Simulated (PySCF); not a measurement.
**Run record: Ge30H16**

The script drives PySCF SCF with an in-house response code with single-precision fitted integrals, so total energies wander by about 1e-6 Eh between cycles (the fitting error itself is about 1e-3 Eh and cancels in differences); atoms count from 0. Kgrid is the grid level of the response kernel; vcut the energy (Eh) above which virtual orbitals leave the response; delta the states run by ΔSCF (the anion only where the lumo is low enough to bind); pop asks for populations, which are stored and not printed; grid is the SCF grid level (2 if not given).

The gap is small, so a closed-shell solution may not be the true ground state; the numbers describe that solution. Spin-orbit coupling is left out, which matters for the heavier atoms here. The basis has no diffuse functions, so the polarisability comes out too low.

Job and coordinates (Å):

```
{"job": {"kind": "uv", "basis": "def2-SVP", "grid": 1, "kgrid": 0, "vcut": null, "nstates": 6, "ntriplets": 2, "tda": false, "delta": ["ip_vertical"], "pop": true, "xc": "PBE"}, "charge": 0, "multiplicity": 1}
Ge     1.987183    -2.350255    -0.496460
Ge    -0.000329    -1.191011     0.358615
Ge    -1.987348    -2.350555    -0.497346
Ge    -1.961988    -4.636138     0.402450
Ge     0.000023    -5.892545    -0.383955
Ge     1.961701    -4.635872     0.402915
Ge     0.000068     8.257532    -0.377045
Ge    -2.090709     9.160607     0.512845
Ge    -3.986750     8.103319    -0.555823
Ge    -3.906925     5.868617     0.380430
Ge    -1.961196     4.637557    -0.399163
Ge    -0.000137     5.894576     0.387638
Ge    -3.906632    -5.868164    -0.378978
Ge    -3.988505    -8.103803     0.555695
Ge    -2.090958    -9.158438    -0.513557
Ge    -0.000479    -8.256467     0.378301
Ge     3.987177     8.102458    -0.556303
Ge     2.091260     9.160692     0.511939
Ge     1.960833     4.637015    -0.399156
Ge     3.906651     5.867805     0.380533
Ge     3.881100     1.135237    -0.424800
Ge     1.986805     2.350384     0.497356
Ge    -0.000165     1.192073    -0.360152
Ge     3.880125    -1.133505     0.426060
Ge    -1.986938     2.350712     0.496540
Ge     3.906675    -5.867303    -0.378744
Ge     2.090189    -9.158398    -0.512657
Ge     3.987907    -8.103056     0.555452
Ge    -3.880678     1.135238    -0.425708
Ge    -3.880077    -1.133561     0.424314
H     -2.035614    10.630283    -0.086561
H     -5.240883     8.762137     0.157961
H     -5.087478     5.065296    -0.316561
H     -5.088383    -5.064575     0.315917
H     -5.241646    -8.760989    -0.161785
H     -2.035463   -10.629543     0.082684
H      5.241650     8.761421     0.157559
H      2.036589    10.629901    -0.088753
H      5.087083     5.064061    -0.316111
H      5.099842     1.821340     0.329782
H      5.100276    -1.820703    -0.325627
H      5.088299    -5.064085     0.316945
H      2.035111   -10.629203     0.084052
H      5.240767    -8.761371    -0.161630
H     -5.100030     1.821192     0.328110
H     -5.100262    -1.820307    -0.327062
```

Command:

```bash
OMP_NUM_THREADS=4 python large_run.py task.json out
```

What does the program print?


```
start: PBE on a coarse grid of 250026 points
cycle   1  E = -62302.4775959695  dE = -1.548e+01  |g| = 2.311e+00  |ddm| = 8.204e+00
cycle   2  E = -62302.1506503111  dE =  3.269e-01  |g| = 2.771e+00  |ddm| = 3.017e+00
cycle   3  E = -62302.4198701471  dE = -2.692e-01  |g| = 9.472e-01  |ddm| = 3.410e+00
cycle   4  E = -62302.9516390653  dE = -5.318e-01  |g| = 1.017e-01  |ddm| = 2.103e+00
cycle   5  E = -62302.9497804053  dE =  1.859e-03  |g| = 1.161e-01  |ddm| = 4.065e-01
cycle   6  E = -62302.9546491849  dE = -4.869e-03  |g| = 5.656e-02  |ddm| = 2.803e-01
cycle   7  E = -62302.9560231148  dE = -1.374e-03  |g| = 1.998e-02  |ddm| = 1.351e-01
cycle   8  E = -62302.9560682515  dE = -4.514e-05  |g| = 1.580e-02  |ddm| = 9.202e-02
cycle   9  E = -62302.9561883761  dE = -1.201e-04  |g| = 8.227e-03  |ddm| = 6.999e-02
final grid: 250026 points
cycle  10  E = -62302.9542190058  dE =  1.969e-03  |g| = 5.196e-02  |ddm| = 1.921e-01
cycle  11  E = -62302.8631869104  dE =  9.103e-02  |g| = 3.460e-01  |ddm| = 1.252e+00
cycle  12  E = -62302.9558017410  dE = -9.261e-02  |g| = 2.966e-02  |ddm| = 1.107e+00
cycle  13  E = -62302.9560829053  dE = -2.812e-04  |g| = 1.630e-02  |ddm| = 8.751e-02
cycle  14  E = -62302.9561758780  dE = -9.297e-05  |g| = 1.087e-02  |ddm| = 4.443e-02
cycle  15  E = -62302.9562380566  dE = -6.218e-05  |g| = 3.491e-03  |ddm| = 2.962e-02
cycle  16  E = -62302.9562364131  dE =  1.644e-06  |g| = 1.816e-03  |ddm| = 1.010e-02
cycle  17  E = -62302.9562451793  dE = -8.766e-06  |g| = 5.045e-04  |ddm| = 4.258e-03
cycle  18  E = -62302.9562311582  dE =  1.402e-05  |g| = 2.878e-04  |ddm| = 1.606e-03
cycle  19  E = -62302.9562358540  dE = -4.696e-06  |g| = 3.412e-04  |ddm| = 1.343e-03
cycle  20  E = -62302.9562430534  dE = -7.199e-06  |g| = 7.739e-05  |ddm| = 9.170e-04
converged SCF energy = -62302.9562430534
Vertical ionisation energy (delta-SCF) = 6.0068 eV   <S^2> = 0.765

Static polarisability (au): isotropic 2019.610, principal 554.526 1637.590 3866.714

Singlet excitations
state   eV       nm        f      main configurations
  1   0.7531   1646.3   0.30088   H->L 0.95
  2   0.7555   1641.1   0.00060   H-1->L 0.99
  3   0.7838   1581.8   0.00001   H-2->L 0.95
  4   0.8753   1416.5   0.00000   H->L+1 0.59, H-3->L 0.39
  5   0.9846   1259.2   0.00023   H-4->L 0.99
  6   1.0360   1196.8   0.00088   H->L+2 0.83

Triplet excitations (Tamm-Dancoff, eV): 0.3362 0.6995
```

The run took 3.8 min of wall time on 4 threads of Arm Neoverse N1 (shared host), peak memory 3.2 GiB.
